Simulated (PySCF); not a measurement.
# TDDFT excited states: C2H6Al2Cl2

Compound: C2H6Al2Cl2.
Geometry (PBE0-D3(BJ)/def2-SVP, Å), atoms numbered from 1 in this order:
```xyz
12
C2H6Al2Cl2 angstrom
C     -2.7579   -0.6769   -0.0402
C     -1.4206   -0.7811   -0.0827
Al    -0.2937    0.7427    0.3036
Cl     1.3128    0.1307    1.8668
Al     2.9654    0.2492    0.2546
Cl     1.3785    0.8781   -1.3039
H     -3.4262   -1.5212   -0.2530
H     -3.2626    0.2651    0.2114
H     -1.0030   -1.7635   -0.3448
H     -0.7936    2.1987    0.6450
H      3.4310   -1.2184   -0.0878
H      3.8757    1.4976    0.5701
```

Computed with TDDFT CAM-B3LYP/def2-SVPD, vertical, gas phase, core orbitals frozen in the response (PySCF).

```
state  E (eV)  λ (nm)  ν̃ (cm⁻¹)       f     main configurations (H = HOMO, L = LUMO)
   S1    5.96   207.9      48100  0.0001       H-1→L (61%), H-1→L+3 (11%), H-2→L (8%)
   S2    6.68   185.5      53900  0.0005      H-2→L (51%), H-1→L (17%), H-1→L+3 (10%)
   S3    6.79   182.6      54760   0.381                                    H→L (86%)
   S4    7.30   169.9      58860  0.0023      H-3→L (17%), H→L+4 (17%), H-1→L+6 (15%)
   S5    7.38   168.0      59540   0.050        H→L+4 (29%), H→L+1 (26%), H-3→L (10%)
   S6    7.43   166.8      59940  0.0005  H-1→L+1 (54%), H-2→L+1 (19%), H-2→L+4 (14%)
```

The lowest singlet lies at 5.96 eV (208 nm, ultraviolet) and is dark (f under 0.0005); its leading configuration is HOMO-1→LUMO (61%). The strongest level in the table is S3 at 6.79 eV (183 nm, f = 0.381). Löwdin shares by element: HOMO carbon 82%, aluminium 4% or more; LUMO aluminium 32%, carbon 15% or more, chlorine 13% or more (atoms not listed hold the other 40%). The listed states span 1.47 eV, and the widest gap between neighbours is 0.72 eV (S1 to S2). Of the 6 states listed, 2 reach f = 0.01 and 2 stay under 0.0005. The oscillator strengths of these states sum to 0.435; summed over the whole spectrum of an exact calculation they would give the number of electrons, 78 (Thomas–Reiche–Kuhn). The window holds the lowest 6 singlets.

The run took about 70 s of CPU time (one thread, shared machine).

One conformer stands for the species.
